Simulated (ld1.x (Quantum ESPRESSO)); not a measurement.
# Ranking TM potentials for Sm

All share these settings but for the change named:

samarium, norm-conserving Troullier–Martins (Kleinman–Bylander form), made with ld1.x (Quantum ESPRESSO) 7.5 (PBE, fully relativistic). Core [Xe] 4f5, reference 5d1 6s1 6p0 (charge +1). Waves: 6s (bound): rc 3.60 bohr; 5d (bound): rc 2.75 bohr; 6p (bound, empty): rc 3.65 bohr. Local part: the p channel. Core correction: a·sin(br)/r model core, default radius (core density twice the valence density).

Open shells are filled in proportion to 2j + 1 (rel_dist='average').

Test errors are all-electron minus pseudo excitation energies from the reference, over 5d1 6s2 6p0; 5d1 6s0 6p0; 5d1 6s1.5 6p0; 5d2 6s0 6p0; 5d1 6s0 6p2; 5d1.5 6s1.5 6p0; 5d0 6s2 6p0. None of these files shows a bound ghost.

The base gives 76.6 meV.

Of 8 variants that were run, those that failed, showed a ghost or another fault, or gave nearly equal values are left out.

A variant can come out equal or close to the base, since the largest error may sit in a test that the change hardly touches while other tests move.

(1) Rank these variants by their largest absolute test error, smallest first.
A. wave 5d (bound): rc 2.75 bohr becomes 5d (bound): rc 2.74 bohr
B. core correction a·sin(br)/r model core inside 2.16 bohr
C. all radii but the core radius scaled by about 1.17 (s 4.20, p 4.26, d 3.22 bohr)
D. wave 6s (bound): rc 3.60 bohr becomes 6s (bound): rc 4.84 bohr

Results:

(1) C (55.1 meV), D (63.9 meV), A (76.8 meV), B (94.7 meV).
